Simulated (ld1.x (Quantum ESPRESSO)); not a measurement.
u(r) = r·R(r): atom against pseudo-atom (phosphorus)

Columns: radius, all-electron u(r) and pseudo u(r) of the 3p shell (level -5.51 eV) of phosphorus in the configuration [Ne] 3s2 3p3; PBE, scalar-relativistic, ultrasoft scheme, ld1.x (Quantum ESPRESSO) 7.5.

```
r (bohr)  all-electron   pseudo
   0.088        0.1102  -0.0049
   0.175        0.2380  -0.0193
   0.262        0.2941  -0.0426
   0.350        0.2814  -0.0744
   0.438        0.2205  -0.1131
   0.525        0.1332  -0.1570
   0.612        0.0335  -0.2049
   0.700       -0.0699  -0.2560
   0.788       -0.1697  -0.3084
   0.875       -0.2611  -0.3600
   0.962       -0.3432  -0.4103
   1.050       -0.4164  -0.4588
   1.138       -0.4796  -0.5041
   1.225       -0.5325  -0.5449
   1.312       -0.5762  -0.5813
   1.400       -0.6115  -0.6129
   1.487       -0.6384  -0.6385
   1.575       -0.6581  -0.6581
   1.662       -0.6710  -0.6710
   1.750       -0.6783  -0.6783
   1.838       -0.6804  -0.6804
   1.925       -0.6783  -0.6783
   2.012       -0.6725  -0.6725
   2.100       -0.6635  -0.6635
   2.188       -0.6519  -0.6519
   2.275       -0.6385  -0.6385
```

How many radial nodes do the two functions have?

The all-electron 3p function has n − l − 1 = 1; the pseudo-wave has 0, since the states of the same l below it are removed with the core.

At about which radius was the pseudo-wave matched?

1.55 bohr, where the columns begin to agree (steps of 0.09 bohr).

Is the pseudo-wave norm-conserving?

No, it belongs to an ultrasoft set: the norm inside the radius is not constrained, and the difference is carried by the augmentation charge.
